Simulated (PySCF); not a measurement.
**Computed properties of 2-bromo-1,1-difluoroethane (C₂H₃BrF₂), SMILES FC(F)CBr**

C2H3BrF2, SMILES FC(F)CBr. Geometry optimised at PBE0-D3(BJ)/def2-SVP. The values are those of a single conformer. All values are computed for the isolated molecule unless a solvent is named; none is compared with measurement here.

**Structure.** All 18 harmonic modes at PBE0-D3(BJ)/def2-SVP (PySCF) are real, so it is a minimum. With heavy atoms numbered as in [F:1][CH:2]([F:3])[CH2:4][Br:5], the shortest bond between them is F1–C2 at 1.345 Å and the longest C4–Br5 at 1.927 Å.

**Vibrations.** The strongest infrared lines (harmonic, unscaled, degenerate partners summed) lie at 1143 cm⁻¹ (178 km/mol, C 51 %, F 32 %, H 17 %), 1169 cm⁻¹ (75 km/mol, H 46 %, C 44 %, F 10 %), 1226 cm⁻¹ (63 km/mol, H 46 %, C 37 %, F 17 %). The softest mode is at 101 cm⁻¹ and the zero-point energy is 32.6 kcal/mol.

**Electronic structure.** CAM-B3LYP/def2-TZVP (PySCF) places the frontier levels at -9.75 and 0.77 eV, a gap of 10.52 eV, and gives a dipole moment of 1.48 D and a mean polarisability of 44.2 bohr³. PBE/def2-TZVP (PySCF) at the same geometry gives -7.04 and -1.37 eV, so its gap is 4.85 eV narrower. An orbital gap is neither the optical nor the fundamental gap.

**Excitations.** TDA-B3LYP/def2-SVPD (PySCF) has S1 at 6.12 eV (203 nm, f = 0.001, dark); the most intense of the 10 singlets computed lies at 7.65 eV (f = 0.07). T1 (TDA) is at 5.42 eV, 0.70 eV under S1. TDA-PBE/def2-SVPD (PySCF) puts S1 at 5.89 eV. No vertical singlet excitation falls in the visible range (under 3.1 eV).

**NMR.** GIAO shifts at PBE0/pcSseg-1 (PySCF) (non-relativistic, atoms alike by connectivity averaged): ¹³C from 42.5 to 120.0 ppm against TMS; ¹H from 3.5 to 6.0 ppm against TMS; ¹⁹F at -139.9 ppm against CFCl3. Without spin–orbit terms, shifts of atoms bonded to Cl or Br come out too high.

**Solvation.** SMD-PBE0/6-31G* (PySCF) gives -2.6 kcal/mol in water, -5.4 kcal/mol in chloroform, -6.1 kcal/mol in ethanol (1 M in both phases, gas-phase geometry); of these solvents ethanol holds the molecule best.
